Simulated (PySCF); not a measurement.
Cl3H2NTi, SMILES [NH2][Ti]([Cl])([Cl])[Cl], multiplicity 1. Atoms are numbered in the order given.

```xyz
7

Ti     0.1935     0.0284     0.0000
Cl    -0.4999     0.9892    -1.8400
Cl    -0.4999     0.9892     1.8400
Cl    -0.3895    -2.0926     0.0000
N      2.0239     0.1442     0.0000
H      2.5968     0.1530    -0.8440
H      2.5968     0.1530     0.8440
```
Charge 0, spin multiplicity 1.

Coordinates come from a B3LYP-D3(BJ)/def2-SVP optimisation. The spin state was assumed, not searched. The isomer is the one that the SMILES or the coordinates give; other isomers of the formula were not compared. One conformer was computed; it need not be the lowest.

Two levels are set side by side: PBE/pcSseg-1 (PySCF) and PBE0/pcSseg-1 (PySCF). GIAO shifts against HCl (³⁵Cl), NH3 (¹⁵N), TMS (¹H) at the same level; non-relativistic, no solvent, atoms listed together averaged. Without spin–orbit terms, shifts of atoms bonded to Cl or Br come out too high at both levels. Differences are taken from unrounded values.

```csv
quantity,PBE0,PBE,PBE minus PBE0
δ(¹⁵N) of N5 (ppm),303.4,277.5,-25.9
"δ(¹H) of H6, H7 (ppm)",9.95,9.18,-0.77
```

Rough cost on one machine, each run with all the roots and properties that it gave: PBE0 against PBE within a factor of 2.
